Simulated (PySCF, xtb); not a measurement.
C₃H₅Cl₂F, SMILES C[C@@H](F)C(Cl)Cl. The values are those of a single conformer.

Harmonic wavenumbers (cm⁻¹) from xtb with GFN2-xTB at its own minimum, in rising order: 60, 177, 184, 189, 249, 324, 452, 555, 700, 710, 871, 951, 1043, 1097, 1132, 1150, 1193, 1269, 1292, 1395, 1463, 1476, 2901, 2949, 3056, 3059, 3064.

Q: What does PBE0-D3(BJ)/def2-SVP (PySCF) give at its own minimum? (Estimate from the structure and the level; the computed values follow.)

A: 80, 200, 213, 237, 281, 349, 482, 605, 746, 796, 883, 962, 1064, 1137, 1202, 1228, 1280, 1352, 1383, 1405, 1454, 1469, 3065, 3074, 3154, 3177, 3188. Paired by order, the mean absolute difference is 57 cm⁻¹ and the zero-point energies are 47.1 and 49.3 kcal/mol.
